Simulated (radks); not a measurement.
Values are calculated unless marked as measured or tabulated.
Numerical settings for the lutetium ion Lu52+, [Ar] 3d1. Code: a radial shooting solver on a logarithmic mesh with Libxc functionals. Model: scalar-relativistic Kohn-Sham, r2SCAN, spin-unpolarised, spherical densities, finite nucleus; meta-GGA in the generalised Kohn-Sham scheme; Fermi nuclear charge, rms radius 5.37 fm. The defaults (mesh step 0.008 in ln r, mesh end at 40 bohr or more with all orbitals vanishing there, Anderson mixing 0.5 over 9 steps, residual threshold near 1e-9 with the energy settled to 1e-9 hartree or 1e-11 of itself, here a cap of 73 iterations) give E = -11964.622 hartree and 3d at -4699.3 eV in 11 iterations. Run on one thread of a shared host, so times are rough (Intel(R) Xeon(R) 6975P-C): 0.05 s of CPU time, 0.05 s wall, 11 iterations on 2189 mesh points. Changes against that run (0 stands for a change within the tolerance of the run):

setting                    iterations  converged  E (mhartree)  e(3d) (meV)  CPU (s)
mesh step in ln r 0.03             11        yes       -0.0832      -0.0652     0.02
mesh step in ln r 0.02             11        yes       +0.0174     -0.00738     0.02
mesh step in ln r 0.05             10        yes         +7.77        +3.06     0.01
mesh end (bohr) 8                  11        yes             0            0     0.05
mesh end (bohr) 12                 11        yes             0            0     0.05
residual threshold 1e-13           73         no             0            0     0.15
residual threshold 0.001            9        yes             0        +0.12     0.04
mixing 1.5                         11        yes             0            0     0.06
linear mixing, mixing 1            59         no      diverged            -     0.13
linear mixing, mixing 0.2          70        yes             0       -0.134     0.26
mixing history 3                   12        yes             0      +0.0373     0.05
iteration cap 8                     8         no             0        +0.12     0.04

Settings that end as converged yet miss the energy by more than 1 mhartree: mesh step in ln r 0.05 (+0.00777 hartree). A mesh that ends early acts as a hard wall.
